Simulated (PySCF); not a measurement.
**Excitation energy of Hf by level of theory**

Hf [Xe] 4f14 5d2 6s2 (3F) → Hf [Xe] 4f14 5d2 6s1 7s1 (5F), as a difference of total energies. All numbers are calculated (PySCF 2.14, scalar relativity through the core potential, in aug-cc-pwCVDZ-PP with ECP60MDF (6s6p5d3f, 70 functions)). Correlated levels: valence: 5s2 5p6 frozen; valence and next inner shell: nothing frozen outside the core potential. The calculations carry no spin-orbit coupling.

```json
{"method": "UHF", "excitation energy (eV)": "3.437"}
{"method": "LDA", "excitation energy (eV)": "4.811"}
{"method": "PBE", "excitation energy (eV)": "4.493"}
{"method": "PBE0", "excitation energy (eV)": "4.377"}
{"method": "r2SCAN", "excitation energy (eV)": "4.240"}
{"method": "CAM-B3LYP", "excitation energy (eV)": "4.789"}
{"method": "M06-L", "excitation energy (eV)": "5.051"}
{"method": "B2PLYP", "excitation energy (eV)": "4.675"}
{"method": "MP2 (valence)", "excitation energy (eV)": "4.315"}
{"method": "SCS-MP2 (valence)", "excitation energy (eV)": "4.568"}
{"method": "MP2 (valence and next inner shell)", "excitation energy (eV)": "4.588"}
{"method": "SCS-MP2 (valence and next inner shell)", "excitation energy (eV)": "4.743"}
```

Question: How much does correlation contribute at MP2 (valence and next inner shell)?

Answer: 4.588 − (3.437) = 1.151 eV, measured against UHF.

The promoted electron is Rydberg-like, and one or two diffuse shells describe it only roughly, which tends to raise the upper state.
